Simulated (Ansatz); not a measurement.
Consider the cleavage of the Si–Si bond: `O[SiH]([SiH3])[AlH][Cl]` + `[CH3][Al]([F])[SH]` → `[CH3][Al]([F])[S][SiH3]` + `O[SiH2][AlH][Cl]`.

Program: Ansatz. Geometries: PBE0-D4/def2-TZVP. ΔE: electronic, gas phase. CCSD(T)/CBS is the MP2 limit (def2-TZVPP, def2-QZVPP) plus CCSD(T) − MP2 in def2-TZVPP, frozen cores. DFT in def2-TZVPP. B3LYP here is the variant with VWN-RPA as its local correlation; programs differ in this. Each species was taken in one conformer, which may not be the lowest.

`O[SiH]([SiH3])[AlH][Cl]`:

Cartesian coordinates in Å:
```
O -0.553 -1.762 -0.849
Si 0.431 -0.522 -0.344
Si -0.265 1.478 -1.344
Al 0.371 -0.419 2.104
Cl -0.777 -2.014 2.891
H -0.829 -2.385 -0.173
H 1.841 -0.761 -0.789
H -0.287 1.384 -2.828
H -1.623 1.858 -0.868
H 0.688 2.550 -0.943
H 1.002 0.592 3.143
```

`[CH3][Al]([F])[SH]`:

Z-matrix (Å, degrees):
```
C
Al 1 1.934
H 1 1.092 2 112.6
H 1 1.094 2 110.4 3 120.9
H 1 1.094 2 110.5 3 -121.0
F 2 1.650 1 120.1 3 178.5
S 2 2.176 1 125.7 3 -1.6
H 7 1.344 2 92.4 1 0.1
```

`[CH3][Al]([F])[S][SiH3]`:

```xyz
11

C    -0.646    0.802   -1.426
Al   -1.528    0.019    0.106
F    -3.173    0.056    0.200
S    -0.571   -0.952    1.804
Si    1.476   -0.737    1.227
H    -0.868    1.872   -1.481
H    -1.025    0.350   -2.348
H     0.439    0.682   -1.410
H     1.758   -1.433   -0.055
H     2.283   -1.350    2.308
H     1.854    0.692    1.077
```

`O[SiH2][AlH][Cl]`:

Cartesian coordinates in Å:
```
O -0.446 -0.766 1.667
Si -0.990 0.044 0.329
Al 0.901 0.359 -1.205
Cl 2.695 -0.326 -0.312
H 0.503 -0.877 1.741
H -2.094 -0.746 -0.286
H -1.585 1.353 0.727
H 1.016 0.959 -2.663
```

**Question.** Is it downhill or uphill in electronic energy at CCSD(T)/CBS, and by how much? (Best estimate.)

**Answer.** The calculation gave: Downhill: ΔE = -0.60 eV.

**Question.** What do these levels give: PBE-D4, PBE0-D4, B3LYP-D4, ωB97M-V, MP2/def2-TZVPP, CCSD/CBS(def2)? (Best estimate.)

**Answer.** Ansatz gave: PBE-D4 -0.46, PBE0-D4 -0.51, B3LYP-D4 -0.55, ωB97M-V -0.62, MP2/def2-TZVPP -0.68, CCSD/CBS(def2) -0.60 eV.

Largest T1 diagnostic among the species: 0.012.

From PBE to PBE0 (25 % exact exchange), in def2-TZVPP and without D4, ΔE moves by −0.06 eV.
